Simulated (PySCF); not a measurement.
C6H5F3.
Numbering: `[CH2:1]=[CH:2]/[CH:3]=[CH:4]\[C:5]([F:6])=[C:7]([F:8])[F:9]` (hydrogens: H10, H11 on C1; H12 on C2; H13 on C3; H14 on C4)

The same species was optimised twice, with GFN2-xTB and with PBE0-D3(BJ)/def2-SVP (PySCF), and the same property calculations (PySCF, gas phase) were run on both structures.

```tsv
coordinate	GFN2-xTB	PBE0-D3(BJ)/def2-SVP	change
C7–F8 (Å)	1.324	1.304	-0.020
C7–F9 (Å)	1.329	1.310	-0.019
C5–F6 (Å)	1.348	1.337	-0.011
C2–C3 (Å)	1.439	1.450	+0.011
C1=C2 (Å)	1.333	1.343	+0.010
C3=C4 (Å)	1.347	1.354	+0.007
C5=C7 (Å)	1.341	1.345	+0.004
C4–C5 (Å)	1.440	1.440	0.000
F8–C7–F9 (°)	110.8	112.5	+1.7
C5–C7–F8 (°)	125.8	124.2	-1.6
C1–C2–C3 (°)	122.0	122.6	+0.6
C4–C5–F6 (°)	120.4	119.8	-0.6
C4–C5–C7 (°)	123.2	123.7	+0.5
C2–C3–C4 (°)	128.2	128.5	+0.3
C5–C7–F9 (°)	123.4	123.3	-0.1
F6–C5–C7 (°)	116.4	116.5	+0.1
C1–C2–C3–C4 (°)	180	180	0
C3–C4–C5–F6 (°)	0	-1	-1
```

Rotational constants: A = 4374, B = 767.7, C = 653.1 MHz (GFN2-xTB) against A = 4413, B = 765.7, C = 652.5 MHz (PBE0-D3(BJ)/def2-SVP).

On the GFN2-xTB structure: lowest singlet, TDDFT (eV) 4.94 [CAM-B3LYP/def2-SVPD]; lowest triplet, Tamm–Dancoff (eV) 2.54 [CAM-B3LYP/def2-SVPD]; isotropic polarisability (au) 90.4 [CAM-B3LYP/def2-SVPD]; HOMO (eV) -7.71 [CAM-B3LYP/def2-SVPD]; LUMO (eV) -0.69 [CAM-B3LYP/def2-SVPD]; dipole (D) 1.80 [CAM-B3LYP/def2-SVPD]; HOMO (eV) -6.45 [PBE0/pcSseg-1]; LUMO (eV) -1.64 [PBE0/pcSseg-1]; dipole (D) 1.54 [PBE0/pcSseg-1]; GIAO shielding of C1 (ppm) 56.4 [PBE0/pcSseg-1]; GIAO shielding of C2 (ppm) 44.8 [PBE0/pcSseg-1]; GIAO shielding of C3 (ppm) 48.7 [PBE0/pcSseg-1]; GIAO shielding of C4 (ppm) 68.7 [PBE0/pcSseg-1]; GIAO shielding of C5 (ppm) 45.8 [PBE0/pcSseg-1]; GIAO shielding of F6 (ppm) 366.5 [PBE0/pcSseg-1]; GIAO shielding of C7 (ppm) 17.9 [PBE0/pcSseg-1]; GIAO shielding of F8 (ppm) 273.1 [PBE0/pcSseg-1].

Problem. What do these properties become on the PBE0-D3(BJ)/def2-SVP structure?

Solution. 
```json
{"property": "lowest singlet, TDDFT (eV)", "level": "CAM-B3LYP/def2-SVPD", "on GFN2-xTB": "4.94", "on PBE0-D3(BJ)/def2-SVP": "4.88", "change": "-0.06"}
{"property": "lowest triplet, Tamm–Dancoff (eV)", "level": "CAM-B3LYP/def2-SVPD", "on GFN2-xTB": "2.54", "on PBE0-D3(BJ)/def2-SVP": "2.48", "change": "-0.06"}
{"property": "isotropic polarisability (au)", "level": "CAM-B3LYP/def2-SVPD", "on GFN2-xTB": "90.4", "on PBE0-D3(BJ)/def2-SVP": "91.6", "change": "+1.2"}
{"property": "HOMO (eV)", "level": "CAM-B3LYP/def2-SVPD", "on GFN2-xTB": "-7.71", "on PBE0-D3(BJ)/def2-SVP": "-7.61", "change": "+0.10"}
{"property": "LUMO (eV)", "level": "CAM-B3LYP/def2-SVPD", "on GFN2-xTB": "-0.69", "on PBE0-D3(BJ)/def2-SVP": "-0.66", "change": "+0.03"}
{"property": "dipole (D)", "level": "CAM-B3LYP/def2-SVPD", "on GFN2-xTB": "1.80", "on PBE0-D3(BJ)/def2-SVP": "1.55", "change": "-0.25"}
{"property": "energy, GFN2-xTB geometry as zero (kcal/mol)", "level": "CAM-B3LYP/def2-SVPD", "on GFN2-xTB": "0.0", "on PBE0-D3(BJ)/def2-SVP": "-0.6", "change": "-0.6"}
{"property": "HOMO (eV)", "level": "PBE0/pcSseg-1", "on GFN2-xTB": "-6.45", "on PBE0-D3(BJ)/def2-SVP": "-6.35", "change": "+0.10"}
{"property": "LUMO (eV)", "level": "PBE0/pcSseg-1", "on GFN2-xTB": "-1.64", "on PBE0-D3(BJ)/def2-SVP": "-1.61", "change": "+0.03"}
{"property": "dipole (D)", "level": "PBE0/pcSseg-1", "on GFN2-xTB": "1.54", "on PBE0-D3(BJ)/def2-SVP": "1.30", "change": "-0.24"}
{"property": "energy, GFN2-xTB geometry as zero (kcal/mol)", "level": "PBE0/pcSseg-1", "on GFN2-xTB": "0.0", "on PBE0-D3(BJ)/def2-SVP": "-0.5", "change": "-0.5"}
{"property": "GIAO shielding of C1 (ppm)", "level": "PBE0/pcSseg-1", "on GFN2-xTB": "56.4", "on PBE0-D3(BJ)/def2-SVP": "54.6", "change": "-1.8"}
{"property": "GIAO shielding of C2 (ppm)", "level": "PBE0/pcSseg-1", "on GFN2-xTB": "44.8", "on PBE0-D3(BJ)/def2-SVP": "42.4", "change": "-2.4"}
{"property": "GIAO shielding of C3 (ppm)", "level": "PBE0/pcSseg-1", "on GFN2-xTB": "48.7", "on PBE0-D3(BJ)/def2-SVP": "47.7", "change": "-1.0"}
{"property": "GIAO shielding of C4 (ppm)", "level": "PBE0/pcSseg-1", "on GFN2-xTB": "68.7", "on PBE0-D3(BJ)/def2-SVP": "66.7", "change": "-2.0"}
{"property": "GIAO shielding of C5 (ppm)", "level": "PBE0/pcSseg-1", "on GFN2-xTB": "45.8", "on PBE0-D3(BJ)/def2-SVP": "47.1", "change": "+1.3"}
{"property": "GIAO shielding of F6 (ppm)", "level": "PBE0/pcSseg-1", "on GFN2-xTB": "366.5", "on PBE0-D3(BJ)/def2-SVP": "368.4", "change": "+1.9"}
{"property": "GIAO shielding of C7 (ppm)", "level": "PBE0/pcSseg-1", "on GFN2-xTB": "17.9", "on PBE0-D3(BJ)/def2-SVP": "21.7", "change": "+3.8"}
{"property": "GIAO shielding of F8 (ppm)", "level": "PBE0/pcSseg-1", "on GFN2-xTB": "273.1", "on PBE0-D3(BJ)/def2-SVP": "279.5", "change": "+6.4"}
```

The heavy atoms differ by 0.022 Å rms after alignment. Among bonds between heavy atoms C7–F8 and C7–F9 change most and about equally (-0.020 to -0.019 Å). Changes are differences of the printed values. Neither structure is proved a minimum here.

Shape of the structure used: `[CH2:1]=[CH:2]/[CH:3]=[CH:4]\[C:5]([F:6])=[C:7]([F:8])[F:9]`: C1–C2–C3–C4 180°, C3–C4–C5–F6 -1°.
